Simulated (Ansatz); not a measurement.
```yaml
crystal:
  periodic: [false, false, false]
  atoms:
    - {symbol: C, position_ang: [-0.652174, 0.625212, -0.738425]}
    - {symbol: Sn, position_ang: [0.233695, -0.242067, -0.129492]}
    - {symbol: O, position_ang: [-0.405455, -1.206672, 0.149454]}
    - {symbol: C, position_ang: [0.675438, 0.273851, 1.237563]}
    - {symbol: O, position_ang: [0.990527, 0.938659, 1.299752]}
    - {symbol: H, position_ang: [-0.399347, 1.343777, -0.701392]}
    - {symbol: H, position_ang: [-0.600045, 0.355877, -1.365428]}
    - {symbol: H, position_ang: [-1.150595, 0.496473, -0.539743]}
    - {symbol: H, position_ang: [1.237340, -0.541457, -0.753719]}
    - {symbol: H, position_ang: [-0.130939, -1.699440, 0.118839]}
    - {symbol: H, position_ang: [0.567804, -0.113248, 1.611061]}
basis:
  gaussian: {orbitals: ANO-RCC-VTZP}
hamiltonian: {xc: {name: SVWN5}}
scf: {lower_state_search: full}
output: {forces: true}
```

```sh
$ ansatz run in.yaml --threads 4 --pin off --events-out ev --progress --plain --max-ram 10444MiB
```

It prints (some lines left out):

```
Functional definition: SVWN5
1842 factors; their error is unknown
mean field evaluation 1: about -173914.3964 eV, gradient 2.2e2 eV
mean field evaluation 2: about -173621.3631 eV, gradient 4.0e2 eV
mean field evaluation 4: about -173976.2538 eV, gradient 5.7e1 eV
mean field evaluation 8: about -173979.7853 eV, gradient 1.8e0 eV
mean field evaluation 16: about -173979.7528 eV, gradient 1.7e-1 eV
mean field -173979.75286429 eV, -6393.6379900508 hartree, gradient 3.4e-5 eV, S^2 0.000000; 5 other end points of the search recorded, 0 dependent functions left out
reference -173979.75292120 eV, -6393.6379921422 hartree; 42, 42 occupied and 230, 230 virtual orbitals, 1842 factors
Total energy: -173979.75292120 eV, -6393.6379921422 hartree
Relativity: scalar
Atom 0 at    -0.652174     0.625212    -0.738425 Å, force    51.440133    53.808818   -25.048182 eV/Å
Atom 1 at     0.233695    -0.242067    -0.129492 Å, force    96.551267    76.076306   -32.147040 eV/Å
Atom 2 at    -0.405455    -1.206672     0.149454 Å, force  -128.008502   -38.418573    41.684700 eV/Å
Atom 3 at     0.675438     0.273851     1.237563 Å, force   -61.171154  -107.606215   -69.822579 eV/Å
Atom 4 at     0.990527     0.938659     1.299752 Å, force    98.313301   208.808548    24.497995 eV/Å
Atom 5 at    -0.399347     1.343777    -0.701392 Å, force     7.197995    28.844842     0.301327 eV/Å
Atom 6 at    -0.600045     0.355877    -1.365428 Å, force     1.460507   -15.696356   -46.449604 eV/Å
Atom 7 at    -1.150595     0.496473    -0.539743 Å, force  -104.052309   -23.484336    40.044231 eV/Å
Atom 8 at     1.237340    -0.541457    -0.753719 Å, force    18.156395    -4.987986   -10.734582 eV/Å
Atom 9 at    -0.130939    -1.699440     0.118839 Å, force    44.141618   -92.635290    -4.154776 eV/Å
Atom 10 at     0.567804    -0.113248     1.611061 Å, force   -24.029252   -84.709759    81.828510 eV/Å
Dipole moment:    -0.135824     0.213442     0.262581 e Å
```

**Question.** What is wrong with this run?

**Answer.** The geometry is squeezed to about two thirds of its size. Self-consistency was reached. The result belongs to that input, not to the molecule as meant.
